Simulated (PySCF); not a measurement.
Calculation: TPSSh-D3(BJ)/def2-TZVP // r2SCAN-D4/def2-SVP run with PySCF. Isolated molecules, 0 K electronic values unless said otherwise. One relaxed conformer stands for a flexible species; it need not be the lowest. 

Reference species: [Cd(OH)2] (neutral, multiplicity 1).

* **HOMO**: -7.14 eV
* **coordination number**: 2
* **charge on the central atom (Mulliken)**: 0.85 e
* **LUMO**: -1.81 eV

Changed species: [Cd(OH)(Br)] (1 of 2 OH replaced by Br; the reference has 0 of 2 OH replaced by Br).

Q: Predict the effect on the HOMO, coordination number, charge on the central atom (Mulliken) and LUMO.

A: the HOMO decreases by 0.22 eV, to -7.36 eV; the coordination number is nearly the same; the charge on the central atom (Mulliken) drops by 0.05 e, to 0.80 e; the LUMO decreases by 0.46 eV, to -2.27 eV.
